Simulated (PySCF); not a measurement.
Trend along the halogens: MIr molecules

PBE0 with triple-zeta basis sets in PySCF, for the lowest determinant that a PBE0 search found; no spin–orbit coupling. De refers to high-spin ground-configuration atoms. A positive dipole means M(−)Ir(+).

| M | basis | state (unpaired electrons) | Re (Å) | ωe (cm⁻¹) | De (eV) | μ (D) |
| --- | --- | --- | --- | --- | --- | --- |
| F | x2c-TZVPPall | triplet (π ↑, δ ↑) | 1.845 | 649 | n/a | 3.25 |
| Cl | def2-TZVPP | triplet (π ↑, δ ↑) | 2.163 | 409 | n/a | 3.04 |
| Br | def2-TZVPP | triplet (π ↑, δ ↑) | 2.297 | 279 | n/a | 2.88 |
| I | def2-TZVPP | triplet (π ↑, δ ↑) | 2.459 | 221 | n/a | 2.41 |

The shortest bond is that of IrF (1.845 Å), the longest that of IrI (2.459 Å).

The rows differ in basis set, which adds steps of its own.

Down a group the atoms grow and get heavier, so bonds lengthen and wavenumbers fall; this series shows no clear exception.

De is left out where the level can put another filling of the metal’s s and d shells below the measured ground configuration, by anything from nothing to about 1 eV. These are scalar-relativistic numbers at best; spin–orbit coupling would shift them, the dissociation energy most. With d or f electrons several states lie close, and the lowest PBE0 determinant need not be the measured ground state.
